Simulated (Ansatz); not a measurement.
A made-up structure of AlHBrO (charge -1), closed shell:

| atom | x (Å) | y (Å) | z (Å) |
| --- | --- | --- | --- |
| O1 | 0.6259 | -1.4673 | 1.2926 |
| Al2 | 0.2350 | -0.0854 | 0.1745 |
| Br3 | -2.0577 | 0.1950 | -1.1592 |
| H4 | 1.1969 | 1.3578 | -0.3079 |

It is relaxed with PBE-D4/def2-SVPD and then PBE0-D4/def2-TZVPD (Ansatz 0.2.0). Atoms count as bonded within 1.22 times the sum of their covalent radii (H–H: 0.88 Å). The end point is not checked to be a true minimum.

(1) Does its bonding change? (A judgement: the text doesn't fix the answer.)

Answers

(1) Computed: No: no bond forms or breaks.

Where it ends: The first stage lowers the energy by 0.65 eV in 4 steps. It ends as AlHBrO ([O][AlH][Br]), total charge -1:
```
atom    x (Å)    y (Å)    z (Å)
  O1   0.5593  -1.3098   1.1541
 Al2   0.2096  -0.0762   0.1557
 Br3  -1.8375   0.1736  -1.0347
  H4   1.0685   1.2124  -0.2751
```

Labels in which every atom is bracketed show which atoms are joined, not bond orders.

For scale, one of the runs: PBE0-D4/def2-TZVPD relaxation, 149 basis functions, launched by `ansatz run in.yaml --threads 2 --pin off --events-out ev --progress --plain --max-ram 4352MiB`. The run took about 14 s on 2 CPU threads of an Intel Xeon Platinum 8488C (shared host).
